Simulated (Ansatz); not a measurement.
A made-up structure of SiH2SeS, closed shell:

| atom | x (Å) | y (Å) | z (Å) |
| --- | --- | --- | --- |
| Si1 | -0.2758 | 0.2220 | -0.2081 |
| S2 | 0.4387 | -0.3414 | 1.6817 |
| Se3 | 1.4610 | -1.1871 | -0.1869 |
| H4 | 2.3609 | -2.3817 | 0.0212 |
| H5 | -0.0351 | 1.6108 | -0.6516 |

It is relaxed with PBE-D4/def2-SVP and then PBE0-D4/def2-TZVP (Ansatz 0.2.0). Atoms count as bonded within 1.22 times the sum of their covalent radii (H–H: 0.88 Å). The end point is not checked to be a true minimum.

Q: Does its bonding change? (Judge from chemistry; the calculation decides.)

A: The calculation gives: No: no bond forms or breaks.

Where it ends: The first stage lowers the energy by 2.57 eV in 11 steps. It ends as SiH₂SeS ([SiH]1[S][SeH]1):
Si1  (-0.446, -0.098, -0.280)
S2  (0.687, -0.263, 1.669)
Se3  (1.921, -0.777, -0.062)
H4  (1.690, -2.237, -0.080)
H5  (0.097, 1.297, -0.590)
(Å)

Labels in which every atom is bracketed show which atoms are joined, not bond orders.

For scale, one of the runs: PBE0-D4/def2-TZVP relaxation, 134 basis functions, launched by `ansatz run in.yaml --threads 2 --pin off --events-out ev --progress --plain --max-ram 4352MiB`. Hardware: 2 CPU threads of an Arm Neoverse V1, shared host. Wall time about 18 s.
